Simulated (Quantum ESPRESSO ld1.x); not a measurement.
Results of a calculation; reference values are marked as such.
Excited configurations of neutral gallium: one electron is placed in a higher orbital outside [Ar] 3d10 4s2. The ground configuration is [Ar] 3d10 4s2 4p1. Level of theory: Dirac Kohn-Sham, LDA (Slater exchange, VWN5 correlation), spin-unpolarised, spherical densities, point nucleus; open shells fill j = l - 1/2 first (ld1.x of Quantum ESPRESSO 7.5). Excitation = E - E(ground); binding = E(ion) - E, where the ion is the core of charge +1; n* = 1/sqrt(2 binding) in atomic units, and the quantum defect is n - n*.

outer orbital,excitation (eV),binding (eV),quantum defect,eigenvalue (eV)
4d3/2,4.282,1.683,1.157,-0.709
4f5/2,5.054,0.911,0.136,-0.441
5s1/2,2.985,2.980,2.863,-1.713
5p1/2,3.907,2.058,2.429,-1.141
5d3/2,4.901,1.064,1.424,-0.586
6d3/2,5.257,0.708,1.616,-0.434
6f5/2,5.512,0.453,0.520,-0.288
7s1/2,5.065,0.899,3.111,-0.579
7d3/2,5.464,0.501,1.788,-0.325
7f5/2,5.623,0.342,0.689,-0.227

The Delta-SCF ionisation energy is 5.965 eV (NIST Atomic Spectra Database: 5.999 eV, measured). Self-interaction in the functional shifts the binding energies and quantum defects, so they are the method's values and not measured ones. Spin polarisation and multiplet splitting are left out, so open shells lie too high by an amount that depends on their filling.

Beside tabulated values, note that spin-unpolarised runs miss the spin-polarisation part of the exchange energy of open shells.
